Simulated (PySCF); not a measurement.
Pd: excitation energy

Pd [Kr] 4d10 (1S) → Pd [Kr] 4d9 5p1 (high-spin determinant), as a difference of total energies. All numbers are calculated (PySCF 2.14, scalar relativity by spin-free X2C-1e, in aug-cc-pVTZ-DK). Correlated levels: valence: [Kr] frozen. The calculations carry no spin-orbit coupling.

```csv
method,excitation energy (eV)
UHF,2.847
MP2 (valence),4.866
SCS-MP2 (valence),4.725
CCSD (valence),4.250
CCSD(T) (valence),4.409
```

Task: How much does correlation contribute at CCSD(T) (valence)?

Result: 4.409 − (2.847) = 1.562 eV, measured against UHF.

A first-order spin-orbit estimate (lowest level to lowest level, LS coupling) adds -0.157 eV.

The determinant of the upper state mixes LS terms, which raises its energy above the lowest term, most at the Hartree-Fock and MP2 levels.
